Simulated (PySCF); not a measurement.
Polarisability and C₆ of Br²⁺ (bromine, charge +2)

[Ar] 3d10 4s2 4p3, high-spin 4S determinant. Calculation: PySCF 2.14, in x2c-TZVPPall with one added diffuse shell each of s, p, d type (7s6p5d1f, 57 functions); scalar relativity by spin-free X2C-1e. Coupled (time-dependent) response in atomic units; α is the mean over directions.

| method | mean α (bohr³) | C₆ (like pair) | S(−4) |
| --- | --- | --- | --- |
| UHF | 8.389 | 39.88 | 16.51 |
| PBE | 8.259 | 39.14 | 15.38 |
| PBE0 | 8.238 | 39.01 | 15.31 |
| wB97X-V | 8.268 | 39.19 | 15.48 |

S(−4) is the Cauchy moment in α(ω) = α(0) + S(−4) ω² + …

α(iu) at UHF:

```csv
u (hartree),α(iu) (bohr³)
0,8.389
0.0500,8.348
0.100,8.228
0.200,7.786
0.300,7.162
0.500,5.742
0.750,4.189
1.00,3.071
1.50,1.783
2.00,1.150
3.00,0.5960
5.00,0.2520
```

A single London oscillator, α(iu) = α/(1 + u²/ω²), gives C₆ = (3/4) ω α². Matching the computed C₆ needs ω = 4 × 39.88 / (3 × 8.389²) = 0.756 hartree.

For an ion, C₆ is the dispersion term alone; charge-induced terms of lower order in 1/R come first.
